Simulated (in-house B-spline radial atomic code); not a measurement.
OLYP excitations of Sr³⁴⁺

Method: OLYP. Computed with an all-electron radial atomic-structure program (B-spline basis): linear response of the closed shell [He] 2s2 with the functional's adiabatic kernel; non-relativistic, point nucleus, no spin-orbit coupling, no double excitations, S, P, D and F terms only.

Without relativity these are model numbers for so heavy an element.

Command:
```bash
python run_td.py task.json out
```
Settings (radii: box in bohr, nucleus in fm):
```
Z                        38
electrons                4
configuration            [He] 2s2
hamiltonian              nr
method                   optx,lyp
box_radius               3.65
intervals                48
```

Run time, properties included: 0.1 s on 1 thread of Arm Neoverse N1, with other jobs on the host.

The lowest states, in the order of their Tamm-Dancoff energies; the method's threshold (minus the highest occupied level) is 4305.27 eV. Labels give the largest channel, * marks a mixed state, and oscillator strengths are full-response dipole values. Semilocal kernels can invert the small singlet-triplet splittings of Rydberg terms. Energies in eV:

```csv
state,full response,Tamm-Dancoff,oscillator strength
2s → 2p 3P,47.56,57.06,-
2s → 2p 1P,113.16,116.71,0.0897
2s → 3s 3S,?,?,-
2s → 3p 3P,?,?,-
2s → 3s 1S,2448.87,2449.02,-
2s → 3p 1P,2469.25,2469.34,0.763
2s → 3d 3D,2470.34,2470.47,-
2s → 3d 1D,2493.95,2494.01,-
2s → 4s 3S,3262.52,3262.54,-
2s → 4d 3D,3267.64,3267.68,-
2s → 4p 3P,3270.40,3270.43,-
2s → 4f 3F,3270.87,3270.88,-
2s → 4s 1S,3274.28,3274.34,-
2s → 4p 1P,3280.81,3280.89,0.203
2s → 4d 1D,3285.68,3285.79,-
2s → 4f 1F,3293.64,3293.79,-
```

Q: Where does 2s → 3p 3P lie?

A: At 2448.94 eV in full response, 2449.01 eV in Tamm-Dancoff.

Q: Where does 2s → 3s 3S lie?

A: At 2418.07 eV in full response, 2418.12 eV in Tamm-Dancoff.

Q: How large is the singlet-triplet splitting of 2s → 2p (P terms) in Tamm-Dancoff?

A: 59.7 eV, from the unrounded values.

Q: What polarisabilities and dispersion coefficient does the method give?

A: Dipole 0.005319 bohr³, quadrupole 1.405e-05 bohr⁵, C6 9.363e-05 hartree·bohr⁶ for two such species.
